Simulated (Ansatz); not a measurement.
The cluster Be₄F₆⁺, relaxed as a doublet with UKS r2SCAN-D4/def2-SVP in Ansatz, starting from the GFN1-xTB geometry. Force threshold 0.02 eV/Å.

The relaxation made no stability test and no search for a lower SCF solution. Another isomer (doublet) lies 1.26 eV lower at PBE0-D4/def2-TZVP; other spin states weren't run for this one.

Start:

```xyz
10

Be    0.996    0.587    1.858
Be    1.343   -0.552   -0.520
Be   -0.218    1.166   -1.837
Be   -1.224   -0.461    0.324
F    -2.429   -1.093    0.612
F    -0.385    0.351    1.523
F    -1.176    0.711   -0.862
F     1.889    0.088    0.765
F     0.109   -1.279   -0.233
F     1.097    0.483   -1.629
```

(1) Estimate the energy that the relaxation releases and the steps that it takes.

(2) Does the start keep its bonding and symmetry?

(3) Predict the relaxed structure.

Answers

(1) 0.32 eV, in 7 steps; 12 s on 4 threads of Intel Xeon 6975P-C on a shared host. No frequencies were taken in this run, so the end may be a saddle point.

(2) By distances, no bond broke or formed. The bond that changes most is Be3–F10, from 1.50 to 1.58 Å (atoms count from 1). Point group Cs at the start, Cs at the end, both within 0.05 Å.

(3) 
| atom | x (Å) | y (Å) | z (Å) |
| --- | --- | --- | --- |
| Be1 | 1.026 | 0.403 | 2.032 |
| Be2 | 1.315 | -0.407 | -0.491 |
| Be3 | -0.300 | 1.044 | -2.040 |
| Be4 | -1.277 | -0.423 | 0.348 |
| F5 | -2.464 | -1.117 | 0.626 |
| F6 | -0.386 | 0.384 | 1.545 |
| F7 | -1.171 | 0.760 | -0.862 |
| F8 | 1.985 | 0.104 | 0.808 |
| F9 | 0.114 | -1.254 | -0.234 |
| F10 | 1.158 | 0.506 | -1.732 |
Bond lengths (bridged metal pairs left out): 11 × Be–F 1.40 to 1.72 Å.
